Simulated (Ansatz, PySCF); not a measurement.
Gas-phase reaction in SMILES: O=[Si]=O → O=[Si]=O as doublet, charge -1 (an electron is taken up)
Structures are relaxed separately at B3LYP-D3(BJ)/def2-TZVP in Ansatz (a quantum-chemistry and plane-wave program). A spin state is the lowest found, not a proven ground state.

Quantity: adiabatic electron affinity (0 K, with B3LYP-D3(BJ) harmonic zero-point energies from PySCF), positive where the reaction releases energy, in eV. Correlated levels leave the core frozen unless marked. UHF or UKS for open shells. No spin-orbit coupling. No relativistic terms. Anions need diffuse functions: aug- sets have them; def2-D sets add few; the other sets have none. CBS marks a two-point X^-3 extrapolation of the correlation energy; Hartree-Fock from the larger set. The bracket is a focal-point correction in the basis named.

| level | program | adiabatic electron affinity (eV) | minus last row |
|---|---|---|---|
| BLYP-D4/def2-TZVPD | Ansatz + dftd4 | 2.03 | 0.01 |
| BP86/def2-TZVPD | PySCF | 2.18 | 0.16 |
| TPSS-D4/def2-TZVPD | PySCF + dftd4 | 2.11 | 0.09 |
| M06-L/def2-TZVPD | PySCF | 1.80 | -0.22 |
| B3LYP-D3(BJ)/def2-TZVPD | Ansatz + dftd3 | 2.18 | 0.16 |
| LC-wPBE-D3(BJ)/def2-TZVPD | Ansatz + dftd3 | 2.24 | 0.22 |
| LC-wPBE/def2-TZVPD | Ansatz | 2.24 | 0.22 |
| SCS-MP2/6-31G* | Ansatz | 1.07 | -0.95 |
| CCSD(T)/cc-pV(D+d)Z | Ansatz | 1.06 | -0.96 |
| RI-MP2/CBS(aug-cc-pV(T+d)Z,aug-cc-pV(Q+d)Z)+[CCSD(T)-MP2]/aug-cc-pV(T+d)Z | Ansatz | 2.02 | 0.00 |
